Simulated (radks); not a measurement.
Problem. The mean radii <r> (bohr) of the occupied orbitals of an atom or ion are listed with their occupations. All-electron calculation, Dirac Kohn-Sham, Slater X-alpha with alpha = 1.019, spin-unpolarised, spherical densities, finite nucleus; Fermi nuclear charge, rms radius of each element as measured or else 0.836 A^(1/3) + 0.57 fm. Program: a radial shooting solver on a logarithmic mesh with Libxc functionals.

orbital  occ.      <r>
1s1/2       2  0.02453
2s1/2       2   0.1044
2p1/2       2  0.08750
2p3/2       4  0.09369
3s1/2       2   0.2764
3p1/2       2   0.2657
3p3/2       4   0.2778
3d3/2       4   0.2485
3d5/2       6   0.2523
4s1/2       2   0.6303
4p1/2       2   0.6470
4p3/2       4   0.6738
4d3/2       4   0.7226
4d5/2       6   0.7319
5s1/2       2    1.462
5p1/2       2    1.605
5p3/2       4    1.671
4f5/2       1   0.9572

Name the element and its charge. Open shells, if any, fill j = l - 1/2 first.

Solution. Z = 58, cerium, charge +3: Ce3+ in [Xe] 4f1. The 1s radius gives Z: for a bare nucleus <r> = (2 gamma + 1)/(2Z) with gamma = sqrt(1 - (Z/c)^2), 0.02424 bohr for Z = 58, and screening makes it slightly larger (0.02453 here). The occupations add up to 55, and the charge is Z minus that.
